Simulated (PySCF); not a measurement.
A GIAO shielding run with PySCF 2.14 (density fitting, non-relativistic, gas phase) on SMILES CC[SiH2]N[SiH2]P, C₂H₁₂NPSi₂:

```
$ OMP_NUM_THREADS=1 python probes_run.py task.json out

{"job": {"kind": "nmr", "xc": "PBE0", "basis": "pcSseg-1"}, "charge": 0, "multiplicity": 1}
C     -1.455150     1.241658    -0.068780
C     -2.047392    -0.109597    -0.450337
Si    -0.764466    -1.306833    -1.195089
N      0.613229    -1.495876    -0.142695
Si     1.914570    -0.437425     0.265652
P      1.893820     1.263334    -1.190572
H     -2.218563     1.909846     0.329014
H     -0.683923     1.115414     0.690177
H     -0.998709     1.720097    -0.934242
H     -2.507259    -0.555581     0.434534
H     -2.853651     0.045055    -1.169484
H     -1.336080    -2.653828    -1.298877
H     -0.285689    -0.813513    -2.487039
H      0.619360    -2.352630     0.385475
H      3.171986    -1.192481     0.168303
H      1.773395     0.044326     1.650595
H      1.884530     2.256580    -0.226452
H      3.271233     1.327771    -1.301359
```

Hardware: 1 thread of an Arm Neoverse V1, shared host. The job also computes population analyses, field gradients.

Problem. How large is the calculation?

Solution. 74 electrons, 183 basis functions and 1017 auxiliary functions.

Problem. How long does it take, and how much memory does it need?

Solution. 38 s of wall time, with 12 SCF cycles and 4 response iterations; peak memory 0.84 GiB. Times on a shared host scatter by some tens of per cent.
